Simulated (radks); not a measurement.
Results of a calculation; reference values are marked as such.
The gadolinium ion Gd11+, configuration [Kr] 4d10 4f5 5s2. Level of theory: non-relativistic Kohn-Sham, LDA (Slater exchange, Perdew-Wang correlation), spin-unpolarised, spherical densities, point nucleus; relativity is left out, which matters for an element this heavy (a radial shooting solver on a logarithmic mesh with Libxc functionals). Some entries of the table are withheld. Estimate them.

orbital  occ.  eigenvalue (hartree)  <r^2> (bohr^2)
1s          2             -1735.776       0.0007519
2s          2                   (1)         0.01196
2p          6                   (2)        0.008888
3s          2             -67.84239         0.07745
3p          6             -61.91778         0.07247
3d         10             -50.83898         0.05787
4s          2             -18.85068          0.3823
4p          6                   (3)          0.4006
4d         10             -12.34258          0.4446
5s          2              -7.39926           1.663
4f          5                   (4)          0.5729

Answer. 
(1) 2s eigenvalue (hartree): -282.4650
(2) 2p eigenvalue (hartree): -269.1893
(3) 4p eigenvalue (hartree): -16.51928
(4) 4f eigenvalue (hartree): -7.14720
